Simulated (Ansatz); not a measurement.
`O[SiH](F)I` + H–F → `O[SiH](F)F` + HI at 298.15 K and 1 bar (ligand exchange at the Si–I bond).

Isolated molecules relaxed with PBE0-D4/def2-TZVP in Ansatz; ΔE leaves out vibrations. CCSD(T)/CBS is the MP2 limit (def2-TZVPP, def2-QZVPP) plus CCSD(T) − MP2 in def2-TZVPP, frozen cores. This one scheme is used for every species. Elements past krypton have def2 core potentials. For I outer-core shells are correlated without core-valence functions, which leaves a few kJ/mol of doubt a bond. Each species was taken in one conformer, which may not be the lowest.

| species | CCSD(T)/CBS energy (Eh) | H − E (kJ/mol) | S (J/(mol·K)) |
| --- | --- | --- | --- |
| `O[SiH](F)I` | -762.85028 | 88.0 | 329.1 |
| H–F | -100.39570 | 33.5 | 173.6 |
| `O[SiH](F)F` | -565.23707 | 91.8 | 297.2 |
| HI | -298.03592 | 22.7 | 206.5 |

H − E and S are ideal-gas, rigid-rotor, harmonic terms from PBE0-D4/def2-TZVP, for one conformer and one mirror image of each species. 1 Eh = 2625.50 kJ/mol, R = 8.31446 J/(mol·K).

Task: By hand: ΔE, ΔH, ΔS and ΔG.

Result: ΔE = (-565.23707) + (-298.03592) − (-762.85028) − (-100.39570) = -0.02701 Eh = -70.9 kJ/mol. Δ(H − E) = 91.8 + 22.7 − 88.0 − 33.5 = -7.0, so ΔH = -77.9 kJ/mol. ΔS = 297.2 + 206.5 − 329.1 − 173.6 = 1.0 J/(mol·K). ΔG = -77.9 − 298.15 × (1.0)/1000 = -78.2 kJ/mol.

Task: By hand: the equilibrium constant, and the temperature at which ΔG would vanish if ΔH and ΔS stayed fixed.

Result: log₁₀ K = −ΔG/(RT ln 10) = 13.7. ΔH and −TΔS have one sign here, so there is no such temperature. One of them is within its doubt of zero, so this could turn.

The number of gas molecules stays the same, so ΔS is small and ΔH decides. A doubt of 5 kJ/mol in ΔE shifts log₁₀ K by 0.9 here. Other conformers and mirror images would add mixing entropy, several J/(mol·K) or more a flexible species. These are equilibria of isolated gas molecules and say nothing of rates. Largest T1 diagnostic: 0.011 (customary marks: 0.02 for closed shells, 0.045 for open ones).
